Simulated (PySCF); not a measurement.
C3HF3, SMILES C(C(F)(F)F)#C. Atoms are numbered in the order given.

```xyz
7

C      0.0000     0.0000    -2.3375
C      0.0000     0.0000    -1.1304
C      0.0000     0.0000     0.3391
F      1.0829     0.6252     0.8217
F      0.0000    -1.2504     0.8217
F     -1.0829     0.6252     0.8217
H      0.0000     0.0000    -3.4126
```
Charge 0, spin multiplicity 1.

The structure is a stationary point at B3LYP-D3(BJ)/def2-SVP.

Two levels are set side by side: PBE/pcSseg-1 (PySCF) and KT2/pcSseg-1 (PySCF). GIAO shifts against CFCl3 (¹⁹F), TMS (¹H), TMS (¹³C) at the same level; non-relativistic, no solvent, atoms listed together averaged. Differences are taken from unrounded values.

| quantity | KT2 | PBE | PBE minus KT2 |
|---|---|---|---|
| δ(¹³C) of C1 (ppm) | 73.7 | 79.7 | 6.0 |
| δ(¹³C) of C2 (ppm) | 69.4 | 75.8 | 6.4 |
| δ(¹³C) of C3 (ppm) | 122.4 | 127.4 | 5.0 |
| δ(¹⁹F) of F4, F5, F6 (ppm) | -89.3 | -82.7 | 6.6 |
| δ(¹H) of H7 (ppm) | 2.92 | 2.68 | -0.24 |

Rough cost on one machine, each run with all the roots and properties that it gave: KT2 against PBE within a factor of 2.
